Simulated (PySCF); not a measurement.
**How methods differ on the ionisation energy of B⁺**

B⁺ [He] 2s2 (1S) → B²⁺ [He] 2s1 (2S), as a difference of total energies. All numbers are calculated (PySCF 2.14, no relativity, point nucleus, in aug-cc-pVDZ). Correlated levels: valence: 1s2 frozen. The calculations carry no spin-orbit coupling.

```
           method  ionisation energy (eV)
              UHF                  23.492
              LDA                  24.581
              PBE                  24.658
             PBE0                  24.615
           r2SCAN                  24.302
            M06-L                  24.410
           B2PLYP                  24.655
            B3LYP                  24.790
          LC-wPBE                  24.732
    MP2 (valence)                  24.381
SCS-MP2 (valence)                  24.559
```

Errors of the correlated levels include the incompleteness of this basis and the frozen core.

MP2 underrates the near-degeneracy of ns² with np² in the lower species.

Task: Which method comes closest to the reference value, and which is furthest?

Result: The reference is 25.155 eV (measured; NIST Atomic Spectra Database, ionization energies). Closest: B3LYP (error -0.365 eV); furthest: UHF (error -1.663 eV).
